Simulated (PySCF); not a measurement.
## How methods differ on the ionisation energy of Cl⁺

Cl⁺ [Ne] 3s2 3p4 (3P) → Cl²⁺ [Ne] 3s2 3p3 (4S), as a difference of total energies. Calculation: PySCF 2.14, in cc-pV(T+d)Z (5s4p3d1f, 39 functions); no relativity, point nucleus. Correlated levels: valence: [Ne] frozen. The calculations carry no spin-orbit coupling.

```tsv
method	ionisation energy (eV)
UHF	22.589
TPSS	23.908
SCS-MP2 (valence)	23.432
CCSD (valence)	23.460
CCSD(T) (valence)	23.488
```

Problem. Estimate what PBE0 gives.

Solution. 23.843 eV, closest to TPSS among the rows shown.

Problem. Estimate what MP2 (valence) gives.

Solution. 23.350 eV, closest to SCS-MP2 (valence) among the rows shown.

Errors of the correlated levels include the incompleteness of this basis and the frozen core.

For comparison: 23.771 eV (measured; NIST levels, between the centres of gravity of the two terms).
